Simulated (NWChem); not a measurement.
C₃H₆OSi; SMILES C#CCO[SiH3]

```xyz
11

C      0.3447     3.0738     0.0000
C     -0.0920     1.9454     0.0000
C     -0.6473     0.5941     0.0000
O      0.3683    -0.3721     0.0000
Si     0.0887    -2.0170     0.0000
H      0.7388     4.0734     0.0000
H     -1.3023     0.4855     0.8878
H     -1.3023     0.4855    -0.8878
H      1.4249    -2.6666     0.0000
H     -0.6899    -2.4212     1.2131
H     -0.6899    -2.4212    -1.2131
```
Atoms are numbered in this order, from 1.

Computed with NWChem. All runs use the structure optimised with PBE0/def2-SVP. Hybrids' shares of exact exchange are those that their runs print; pure functionals count as 0. The functionals differ in more than this share.

```csv
row,share of exact exchange,highest occupied level (eV)
PBE/def2-TZVP,0.00,-6.50
BLYP/def2-TZVP,0.00,-6.38
B3LYP/def2-TZVP,0.20,-7.56
PW6B95/def2-TZVP,0.28,-7.88
Hartree-Fock/def2-TZVP,1.00,withheld
```

Problem. Fit a straight line of the last column on the one before it, predict the withheld value, and compare with the run.

Solution. 
1. Means of the 4 shown rows: x = 0.120, y = -7.080. Slope Σ(x − x̄)(y − ȳ)/Σ(x − x̄)² = -0.3200/0.06080 = -5.263; intercept -6.448.
2. The shown rows scatter about the line by 0.056 (root mean square); the largest residual is +0.07, at BLYP/def2-TZVP.
3. At x = 1.00 (Hartree-Fock/def2-TZVP; beyond the shown range) the line gives -11.71.
4. The run gives -10.58, +1.13 from the line, 20.1 times the scatter.
